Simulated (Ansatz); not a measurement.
`O[Si](O)(Cl)Cl` and `O[SiH](Cl)[Si](O)(Cl)Cl` differ in one atom or group.

Ansatz, PBE0-D4/def2-TZVP geometries, multiplicity 1. Each molecule was computed in one conformer, which needn't be the lowest.

```csv
property,`O[Si](O)(Cl)Cl`
HOMO energy (ωB97M-V/def2-TZVPP) / eV,-11.41
LUMO energy (PBE/def2-TZVPP) / eV,-0.69
size of the dipole moment (B3LYP/def2-TZVPP) / D,2.01
HOMO–LUMO gap (ωB97M-V/def2-TZVPP) / eV,13.25
LUMO energy (ωB97M-V/def2-TZVPP) / eV,1.84
size of the dipole moment (ωB97M-V/def2-TZVPP) / D,2.02
```

(1) Give the same properties after the change, and the shifts. (Estimate.)

Answers

(1) Computed: 
```csv
property,`O[SiH](Cl)[Si](O)(Cl)Cl`,shift
HOMO energy (ωB97M-V/def2-TZVPP) / eV,-10.32,1.09
LUMO energy (PBE/def2-TZVPP) / eV,-1.53,-0.84
size of the dipole moment (B3LYP/def2-TZVPP) / D,1.84,-0.17
HOMO–LUMO gap (ωB97M-V/def2-TZVPP) / eV,11.44,-1.81
LUMO energy (ωB97M-V/def2-TZVPP) / eV,1.12,-0.72
size of the dipole moment (ωB97M-V/def2-TZVPP) / D,1.86,-0.16
```

With PBE0 the HOMO rises by 0.87 eV and the LUMO falls by 0.96 eV, so the gap narrows by about 1.83 eV. PBE moves the HOMO by 0.64 eV and ωB97M-V by 1.09 eV. Dipoles are sizes alone; their direction can turn.

B3LYP here is the variant with VWN-RPA as its local correlation; programs differ in this.
